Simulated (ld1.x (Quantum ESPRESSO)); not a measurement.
# Reading a pseudo-wave (Cr)

Columns: radius, all-electron u(r) and pseudo u(r) of the 3d shell (level -6.21 eV) of chromium in the configuration [Ne] 3s2 3p6 3d5 4s0.5 4p0; PBE, scalar-relativistic, PAW scheme, ld1.x (Quantum ESPRESSO) 7.5.

| r (bohr) | all-electron | pseudo |
| --- | --- | --- |
| 0.085 | 0.0309 | 0.0011 |
| 0.170 | 0.1425 | 0.0086 |
| 0.255 | 0.2936 | 0.0279 |
| 0.340 | 0.4431 | 0.0627 |
| 0.425 | 0.5701 | 0.1144 |
| 0.510 | 0.6681 | 0.1820 |
| 0.595 | 0.7377 | 0.2619 |
| 0.680 | 0.7814 | 0.3488 |
| 0.765 | 0.8035 | 0.4363 |
| 0.850 | 0.8090 | 0.5178 |
| 0.935 | 0.8023 | 0.5875 |
| 1.020 | 0.7871 | 0.6411 |
| 1.105 | 0.7661 | 0.6761 |
| 1.190 | 0.7413 | 0.6924 |
| 1.275 | 0.7144 | 0.6921 |
| 1.360 | 0.6863 | 0.6787 |
| 1.445 | 0.6579 | 0.6564 |
| 1.530 | 0.6297 | 0.6298 |
| 1.615 | 0.6019 | 0.6020 |
| 1.700 | 0.5750 | 0.5750 |
| 1.785 | 0.5489 | 0.5489 |
| 1.870 | 0.5239 | 0.5239 |
| 1.955 | 0.4998 | 0.4998 |
| 2.040 | 0.4768 | 0.4768 |
| 2.125 | 0.4548 | 0.4548 |
| 2.210 | 0.4338 | 0.4338 |

Problem. How many radial nodes do the two functions have?

Solution. The all-electron 3d function has n − l − 1 = 0; the pseudo-wave has 0.

Problem. At about which radius was the pseudo-wave matched?

Solution. 1.70 bohr. The columns agree to 0.0005 from 1.53 bohr on; several derivatives are matched, so the curves merge somewhat inside the radius.

Problem. Is the pseudo-wave norm-conserving?

Solution. No, it belongs to a PAW set: the norm inside the radius is not constrained, and the difference is carried by the augmentation charge.
